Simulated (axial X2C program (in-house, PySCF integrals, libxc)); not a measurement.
# What spin–orbit coupling does to LiNi

Computed with an axial X2C code built on PySCF integrals. Spin-free means the one-electron spin-free X2C Hamiltonian; two-component (2c) means X2C with spin–orbit coupling and atomic mean-field two-electron Coulomb and Gaunt terms, so the difference of the two also holds small scalar two-electron terms. Basis: Ni dyall-cv3z [9s9p6d3f2g], Li dyall-cv3z [7s8p2d] (cores contracted in-house); Gaussian nuclei, density fitting, unrestricted open shells. Masses: Ni 57.935 u, Li 7.016 u.

Spin-free state: M_S = 1/2, Λ = 2 (beyond evenly filled blocks: δ+α, δ+β, δ-α); fragments Ni + Li.

```json
{"level": "PBE0", "Re (Å)": "2.269", "ωe (cm⁻¹)": "393.3", "De (eV)": "1.492", "μ (D)": "4.31"}
{"level": "HF", "Re (Å)": "2.469", "ωe (cm⁻¹)": "295.8", "De (eV)": "-1.192", "μ (D)": "3.11"}
{"level": "CCSD", "Re (Å)": "2.283", "ωe (cm⁻¹)": "391.4", "De (eV)": "1.251", "μ (D)": "n/a"}
{"level": "CCSD(T)", "Re (Å)": "2.261", "ωe (cm⁻¹)": "404.0", "De (eV)": "1.553", "μ (D)": "n/a"}
{"level": "B97-3", "Re (Å)": "2.294", "ωe (cm⁻¹)": "380.7", "De (eV)": "1.656", "μ (D)": "4.41"}
```

Correlated methods: 11 electrons correlated (number of frozen shells: Ni 3 s, 2 p; Li 1 s), 223 virtual spin orbitals or spinors in MP2, 90 natural virtuals in coupled cluster.

Dipoles are positive if Li is the positive end.

(1) Within this multiplet, which Ω should lie lowest by the rule for regular and inverted multiplets?

Two-component determinant lowest at the distance of the search:

Ω = 5/2 (⟨Sz⟩ = 0.50, ⟨Lz⟩ = 2.00 at HF); fragments Ni + Li.

| level | Re (Å) | ωe (cm⁻¹) | De (eV) | μ (D) |
| --- | --- | --- | --- | --- |
| PBE0 | 2.269 | 393.2 | n/a | 4.30 |
| HF | 2.469 | 295.5 | -1.229 | 3.10 |
| CCSD | 2.283 | 392.9 | 1.213 | n/a |
| CCSD(T) | 2.261 | 406.2 | 1.514 | n/a |
| B97-3 | 2.294 | 380.5 | n/a | 4.41 |

(2) From the two tables, how do the constants change at the CCSD(T) level (2c against spin-free)?

Occupations by symmetry block were frozen at the best pattern of an incomplete PBE0 search. De is counted from the lowest determinant-based energies of the atoms at the same level, without counterpoise correction. De is not given where an atomic determinant may have missed its ground term or J level, or where the truncated virtual space spoils (T). Density functionals use the spin component along the axis (collinear). Coupled cluster ran in a truncated set of natural virtual spinors; the MP2 energy of the rest was added. (T) has no such correction and the atoms are truncated less, which lowers De at CCSD(T) by a hundredth of an eV or more. PBE0 can misorder states that lie within some tenths of an eV, so this need not be the ground state of the molecule. The nearest other spin-free determinant of the search, M_S = 1/2, Λ = 0, lies 0.03 eV up at the distance of the search. The functionals have no current-density term, which raises determinants with orbital currents, atoms included. The determinant is spin-polarised beyond a pure state at some levels (its spin-free form has ⟨S²⟩ too high), which makes Re and μ there less reliable. The T1 diagnostic is large, a sign of multireference character.

Answers

(1) The open δ shell holds three electrons, one hole, so the multiplet is inverted: Ω = Λ + 1/2 = 5/2. The PBE0 2c search agrees, though Ω = 1/2 of the search lies only 0.10 eV higher.

(2) At the CCSD(T) level Re is unchanged within 0.001 Å and ωe increases by 2.2 cm⁻¹; De changes by -0.039 eV.
